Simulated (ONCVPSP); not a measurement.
**Building the ONCV potential for Cd (Z = 48) (LDA (Perdew-Zunger), scalar-relativistic).**

The input file (ONCVPSP 4.0.1):

```
# ATOM AND REFERENCE CONFIGURATION
# atsym  z   nc   nv     iexc    psfile
  Cd 48.00    7    4        3      upf
#
#   n    l    f
    1    0    2.00
    2    0    2.00
    2    1    6.00
    3    0    2.00
    3    1    6.00
    3    2   10.00
    4    0    2.00
    4    1    6.00
    4    2   10.00
    5    0    1.75
    5    1    0.25
#
# PSEUDOPOTENTIAL AND OPTIMIZATION
# lmax
    2
#
#   l,   rc,      ep,       ncon, nbas, qcut
    0    2.20    0.00    4    7    2.70
    1    1.80    0.00    4    7    6.60
    2    1.85    0.00    4    9    8.90
#
# LOCAL POTENTIAL
# lloc, lpopt,  rc(5),   dvloc0
    4    5    1.20    0.00
#
# VANDERBILT-KLEINMAN-BYLANDER PROJECTORs
# l, nproj, debl
    0    2    1.70
    1    2    0.40
    2    2    0.90
#
# MODEL CORE CHARGE
# icmod, fcfact, rcfact
    1    0.30    0.00
#
# LOG DERIVATIVE ANALYSIS
# epsh1, epsh2, depsh
   -4.00    5.00    0.02
#
# OUTPUT GRID
# rlmax, drl
    6.00    0.01
#
# TEST CONFIGURATIONS
# ncnf
    4
# nvcnf
#   n    l    f
    4
    4    1    6.00
    4    2   10.00
    5    0    2.00
    5    1    0.00
#
    4
    4    1    6.00
    4    2   10.00
    5    0    1.00
    5    1    0.00
#
    4
    4    1    6.00
    4    2   10.00
    5    0    0.00
    5    1    0.00
#
    4
    4    1    6.00
    4    2    9.00
    5    0    2.00
    5    1    0.00
#
```

Command:

```bash
oncvpsp.x < Cd.dat > Cd.out
```

Output (shortened: citation, most of the input echo, consistency checks and plot data are left out):

```
ONCVPSP  (Optimized Norm-Conservinng Vanderbilt PSeudopotential)
scalar-relativistic version 4.0.1

#   n    l    f        energy (Ha)
    1    0    2.00    -9.7363558E+02
    2    0    2.00    -1.4459756E+02
    2    1    6.00    -1.2983156E+02
    3    0    2.00    -2.6947112E+01
    3    1    6.00    -2.2103104E+01
    3    2   10.00    -1.4498322E+01
    4    0    2.00    -3.9087574E+00
    4    1    6.00    -2.4808547E+00
    4    2   10.00    -4.5582606E-01
    5    0    1.75    -2.3185634E-01
    5    1    0.25    -5.9052224E-02

Reference configufation results
  iterations    27
  all-electron total energy (Ha)   -5.58956700D+03

Begin loop to  construct optimized pseudo wave functions
and semi-local pseudopoentials for all angular momenta

   Wellstate for l =  0  n =  7
     eigenvalue =   1.4681
     asymptotic potential =   1.9681
     half-point radius =  4.9364

Calculating optimized projector #   1

 for l=   0

    Fraction of norm inside rc  0.300121
    Optimizing pswf for qcut=   2.70 a_B^-1,  ecut=   3.64 Ha
    Residual kinetic energy error=  3.92D-03 Ha

    Energy error per electron        Cutoff
         Ha          eV             Ha
         0.01000     0.27211        2.86
         0.00100     0.02721        8.13
         0.00010     0.00272       20.81
         0.00001     0.00027       25.08

Calculating optimized projector #   2

 for l=   0

    Fraction of norm inside rc  0.122696
    Optimizing pswf for qcut=   2.70 a_B^-1,  ecut=   3.64 Ha
    Residual kinetic energy error=  3.46D-02 Ha

    Energy error per electron        Cutoff
         Ha          eV             Ha
         0.01000     0.27211        4.36
         0.00100     0.02721       11.45
         0.00010     0.00272       30.58
         0.00001     0.00027       37.98

Calculating optimized projector #   1

 for l=   1

    Fraction of norm inside rc  0.978201
    Optimizing pswf for qcut=   6.59 a_B^-1,  ecut=  21.73 Ha
    Residual kinetic energy error=  7.20D-05 Ha

    Energy error per electron        Cutoff
         Ha          eV             Ha
         0.01000     0.27211       15.14
         0.00100     0.02721       18.46
         0.00010     0.00272       21.48
         0.00001     0.00027       42.69

Calculating optimized projector #   2

 for l=   1

    Fraction of norm inside rc  0.036929
    Optimizing pswf for qcut=   6.59 a_B^-1,  ecut=  21.73 Ha
    Residual kinetic energy error=  8.16D-06 Ha

    Energy error per electron        Cutoff
         Ha          eV             Ha
         0.01000     0.27211       10.12
         0.00100     0.02721       14.85
         0.00010     0.00272       18.52
         0.00001     0.00027       21.78

   Wellstate for l =  2  n =  5
     eigenvalue =   0.4442
     asymptotic potential =   0.9442
     half-point radius =  4.7011

Calculating optimized projector #   1

 for l=   2

    Fraction of norm inside rc  0.849952
    Optimizing pswf for qcut=   8.90 a_B^-1,  ecut=  39.60 Ha
    Residual kinetic energy error=  2.54D-07 Ha

    Energy error per electron        Cutoff
         Ha          eV             Ha
         0.01000     0.27211       22.53
         0.00100     0.02721       27.76
         0.00010     0.00272       31.95
         0.00001     0.00027       35.06

Calculating optimized projector #   2

 for l=   2

    Fraction of norm inside rc  0.076916
    Optimizing pswf for qcut=   8.90 a_B^-1,  ecut=  39.60 Ha
    Residual kinetic energy error=  1.34D-07 Ha

    Energy error per electron        Cutoff
         Ha          eV             Ha
         0.01000     0.27211       18.80
         0.00100     0.02721       25.07
         0.00010     0.00272       30.04
         0.00001     0.00027       33.94

Construct Vanderbilt / Kleinmman-Bylander projectors

B matrix Hermiticity error, ll=   0
   1   2   -8.3243E-05

  Orthonormal projector coefficients  8.5353E+00  8.4905E-01

B matrix Hermiticity error, ll=   1
   1   2    1.8181E-04

  Orthonormal projector coefficients  7.2718E+00  1.5057E+00

B matrix Hermiticity error, ll=   2
   1   2    8.9199E-05

  Orthonormal projector coefficients -2.9693E+00 -7.0540E-01

Model core correction analysis
  based on d2Exc/dn_idn_j

d2excae - all-electron derivatives

   -2.731457D-02   -2.020624D-02   -2.354805D-03   -7.670158D-04
   -2.020633D-02   -1.853512D-02   -4.515851D-03   -1.294274D-03
   -2.354794D-03   -4.515777D-03   -4.808198D-03   -1.506296D-03
   -7.670227D-04   -1.294290D-03   -1.506391D-03   -4.926949D-04

d2excps - pseudofunction derivatives with no core correction

   -3.612935D-02   -2.442911D-02   -2.319705D-03   -1.060128D-03
   -2.442938D-02   -2.175838D-02   -4.927766D-03   -1.399455D-03
   -2.319698D-03   -4.927703D-03   -4.947984D-03   -1.506452D-03
   -1.060158D-03   -1.399474D-03   -1.506549D-03   -5.062582D-04

rms 2nd derivative error    2.787382E-03

Polynomial model core charge

d2excps - pseudofunction derivatives with core correction

   -2.749197D-02   -2.055074D-02   -2.177915D-03   -7.887528D-04
   -2.055103D-02   -1.951124D-02   -4.784897D-03   -1.287975D-03
   -2.177900D-03   -4.784616D-03   -4.895532D-03   -1.492130D-03
   -7.887590D-04   -1.287956D-03   -1.492225D-03   -4.937005D-04

rms 2nd derivative error    2.998008E-04

Pseudoatom total energy -128.583043

Diagnostic tests using Vanderbilt-Kleinman-Bylander pseudopotentials
  1 or more projectors used as specified by nproj input data

   l    rcore       rmatch      e in        delta e   norm test  slope test

   0   2.2059174   2.2728938  -0.2318563  -0.0000007   1.0000259   0.9999690
   0   2.2059174   2.2728938   1.4681437   0.0000004   1.0001987   1.0001987

   1   1.8107391   1.8657171  -2.4808547   0.0000157   1.0001533   1.0001454
   1   1.8107391   1.8657171  -0.0590522   0.0000025   1.0000421   1.0000252

   2   1.8545895   1.9108989  -0.4558261  -0.0000040   1.0001279   1.0001354
   2   1.8545895   1.9108989   0.4441739  -0.0000004   1.0002477   1.0002477

 Testing for bound ghosts
   n   l    E NL Schr. Eq   E Basis Diag.   E Cutoff

       0                       -3.701826     38.30  WARNING - GHOST(-)
   1   0       -0.231857       -0.226730     38.30

   2   1       -2.480839       -2.480838     68.68
   3   1       -0.059050        0.019691     68.68

   3   2       -0.455830       -0.455605    129.10

 Testing for highly-localized positive-energy ghosts
       l    <radius>/rc     E Basis Diag.   E Cutoff

Test configuration 0

   n   l     f        eae           eps        diff
   1   0  2.0000 -973.63558148
   2   0  2.0000 -144.59756357
   2   1  6.0000 -129.83155869
   3   0  2.0000  -26.94711227
   3   1  6.0000  -22.10310424
   3   2 10.0000  -14.49832188
   4   0  2.0000   -3.90875738
   4   1  6.0000   -2.48085472   -2.48083900    1.57D-05
   4   2 10.0000   -0.45582606   -0.45583007   -4.01D-06
   5   0  1.7500   -0.23185634   -0.23185699   -6.54D-07
   5   1  0.2500   -0.05905222   -0.05904975    2.47D-06

    Total energies and differences
      AE_ref= -5.58956700D+03  AE_tst= -5.58956700D+03  dif=  0.00D+00
      PS_ref= -1.28583043D+02  PS_tst= -1.28583043D+02  dif= -8.53D-14
      PSP excitation error=  8.53D-14

Test configuration 1

   n   l     f        eae           eps        diff
   1   0  2.0000 -973.61657229
   2   0  2.0000 -144.57901012
   2   1  6.0000 -129.81299550
   3   0  2.0000  -26.92834051
   3   1  6.0000  -22.08433745
   3   2 10.0000  -14.47960234
   4   0  2.0000   -3.88964502
   4   1  6.0000   -2.46168914   -2.46231427   -6.25D-04
   4   2 10.0000   -0.43715993   -0.43738779   -2.28D-04
   5   0  2.0000   -0.21907482   -0.21901217    6.27D-05

    Total energies and differences
      AE_ref= -5.58956700D+03  AE_tst= -5.58960984D+03  dif= -4.28D-02
      PS_ref= -1.28583043D+02  PS_tst= -1.28625881D+02  dif= -4.28D-02
      PSP excitation error= -3.14D-06

Test configuration 2

   n   l     f        eae           eps        diff
   1   0  2.0000 -973.94453640
   2   0  2.0000 -144.90351219
   2   1  6.0000 -130.13770565
   3   0  2.0000  -27.25387417
   3   1  6.0000  -22.40985978
   3   2 10.0000  -14.80481672
   4   0  2.0000   -4.21723829
   4   1  6.0000   -2.78973911   -2.78822627    1.51D-03
   4   2 10.0000   -0.76233647   -0.76180928    5.27D-04
   5   0  1.0000   -0.49456547   -0.49485901   -2.94D-04

    Total energies and differences
      AE_ref= -5.58956700D+03  AE_tst= -5.58925602D+03  dif=  3.11D-01
      PS_ref= -1.28583043D+02  PS_tst= -1.28271912D+02  dif=  3.11D-01
      PSP excitation error= -1.44D-04

Test configuration 3

psatom: WARNING lschvkbb convergence error n,l,iter=   3   1   4
ea(ii),et,emin,emax -6.360765E-02 -6.996842E-02 -6.996842E-02 -6.996842E-02
run_config: WARNING for fully non-local PS atom, stg. 1
 WARNING no output for configuration 4

Test configuration 4

   n   l     f        eae           eps        diff
   1   0  2.0000 -974.14226728
   2   0  2.0000 -145.11257230
   2   1  6.0000 -130.34603804
   3   0  2.0000  -27.45714957
   3   1  6.0000  -22.61316114
   3   2 10.0000  -15.00945588
   4   0  2.0000   -4.39998526
   4   1  6.0000   -2.96501650   -2.96795938   -2.94D-03
   4   2  9.0000   -0.90952941   -0.91049289   -9.63D-04
   5   0  2.0000   -0.54961756   -0.54846962    1.15D-03

    Total energies and differences
      AE_ref= -5.58956700D+03  AE_tst= -5.58894299D+03  dif=  6.24D-01
      PS_ref= -1.28583043D+02  PS_tst= -1.27958307D+02  dif=  6.25D-01
      PSP excitation error= -7.22D-04
```

Note: ghosts flagged at negative energy: s at -100.7 eV; no localised positive-energy state flagged. A true bound ghost makes a file unfit for plane-wave use.

The run took about 5.1 s on one core of a shared server CPU.
